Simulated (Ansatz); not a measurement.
Ansatz (an electronic-structure program) input for FS, SMILES F[S] (connectivity only; charge and spin as stated), charge -1, multiplicity 1, CAM-B3LYP/def2-TZVPD. Geometry: PBE-D3(BJ)/def2-TZVPD. The multiplicity is an assumed one; other spin states were not compared.

Ansatz 0.2 input:
```yaml
crystal:
  periodic: [false, false, false]
  atoms:
    - {symbol: F, position_ang: [0.00000000, 0.00000000, -1.11516584]}
    - {symbol: S, position_ang: [0.00000000, 0.00000000, 0.62728078]}
basis:
  gaussian:
    orbitals: def2-TZVPD
hamiltonian:
  xc: {name: CAM-B3LYP}
total_charge: -1
```

Log of the run:

```
WARN ansatz: RAYON_NUM_THREADS=1 ignored (pool sized by the plan → 1); use --threads N
Functional definition: CAM-B3LYP
integrals: 0.02 GiB planned
493 factors; their error is unknown
integrals: 0.05 GiB planned
127 factors; integrals over basis functions are off by at most 1.2e-4 eV
mean field: 0.21 GiB planned
mean field evaluation 1: about -13547.4845 eV, gradient 6.1e1 eV
mean field evaluation 2: about -13542.6278 eV, gradient 9.2e1 eV
mean field evaluation 4: about -13553.8533 eV, gradient 2.2e0 eV
mean field evaluation 8: about -13553.8618 eV, gradient 4.9e-2 eV
mean field evaluation 16: about -13553.8885 eV, gradient 5.4e-5 eV
mean field -13553.88850090 eV, -498.0962152526 hartree, gradient 5.4e-5 eV, S^2 0.000000; 0 other end points of the search recorded, 0 dependent functions left out
reference -13553.88859134 eV, -498.0962185761 hartree; 13, 13 occupied and 73, 73 virtual orbitals, 493 factors
Total energy: -13553.88859134 eV, -498.0962185761 hartree
```

The run converged.
